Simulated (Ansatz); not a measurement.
CH9AlOSi2 (`[SiH3]C[O][AlH][SiH3]`) at its PBE0-D4/def2-TZVP geometry, where that method's forces vanish. Total charge 0; spin multiplicity 1.

```json
{"atom": "Si1", "x (Å)": "-0.7655", "y (Å)": "-2.0682", "z (Å)": "-0.5398"}
{"atom": "C2", "x (Å)": "0.7351", "y (Å)": "-1.0117", "z (Å)": "-0.9933"}
{"atom": "O3", "x (Å)": "1.3878", "y (Å)": "-0.5858", "z (Å)": "0.1789"}
{"atom": "Al4", "x (Å)": "1.2032", "y (Å)": "0.7517", "z (Å)": "1.2024"}
{"atom": "Si5", "x (Å)": "-0.4764", "y (Å)": "2.4444", "z (Å)": "0.6180"}
{"atom": "H6", "x (Å)": "-1.5216", "y (Å)": "-2.4812", "z (Å)": "-1.7540"}
{"atom": "H7", "x (Å)": "-0.3421", "y (Å)": "-3.2754", "z (Å)": "0.2153"}
{"atom": "H8", "x (Å)": "-1.6502", "y (Å)": "-1.2465", "z (Å)": "0.3347"}
{"atom": "H9", "x (Å)": "0.4071", "y (Å)": "-0.1650", "z (Å)": "-1.6131"}
{"atom": "H10", "x (Å)": "1.4368", "y (Å)": "-1.5899", "z (Å)": "-1.6058"}
{"atom": "H11", "x (Å)": "2.1535", "y (Å)": "0.7670", "z (Å)": "2.4655"}
{"atom": "H12", "x (Å)": "0.0898", "y (Å)": "3.8237", "z (Å)": "0.6481"}
{"atom": "H13", "x (Å)": "-1.0457", "y (Å)": "2.2213", "z (Å)": "-0.7420"}
{"atom": "H14", "x (Å)": "-1.6118", "y (Å)": "2.4156", "z (Å)": "1.5850"}
```

Q: For each bond, give half the difference of the two atoms' forces along it (eV/Å; positive pushes the atoms apart) under PBE-D4, r2SCAN-D4, B3LYP-D4, ωB97M-V in def2-TZVPP. (Best estimate.)

A: Computed: 
| bond | length (Å) | PBE-D4 | r2SCAN-D4 | B3LYP-D4 | ωB97M-V |
| --- | --- | --- | --- | --- | --- |
| Si1–C2 | 1.890 | -0.01 | -0.03 | 0.06 | -0.01 |
| Si1–H6 | 1.489 | 0.06 | -0.03 | -0.08 | -0.10 |
| Si1–H7 | 1.486 | 0.07 | -0.03 | -0.08 | -0.11 |
| Si1–H8 | 1.491 | 0.07 | -0.02 | -0.08 | -0.08 |
| C2–O3 | 1.408 | 0.21 | 0.31 | 0.32 | 0.33 |
| C2–H9 | 1.099 | 0.08 | -0.05 | -0.11 | -0.11 |
| C2–H10 | 1.096 | 0.09 | -0.05 | -0.13 | -0.13 |
| O3–Al4 | 1.694 | 0.25 | -0.04 | -0.02 | 0.00 |
| Al4–Si5 | 2.455 | -0.18 | -0.01 | 0.07 | 0.03 |
| Al4–H11 | 1.581 | 0.00 | -0.04 | -0.14 | -0.16 |
| Si5–H12 | 1.491 | 0.10 | -0.01 | -0.06 | -0.09 |
| Si5–H13 | 1.491 | 0.09 | -0.01 | -0.06 | -0.09 |
| Si5–H14 | 1.492 | 0.10 | -0.01 | -0.06 | -0.10 |

B3LYP here is the variant with VWN-RPA as its local correlation; programs differ in this.
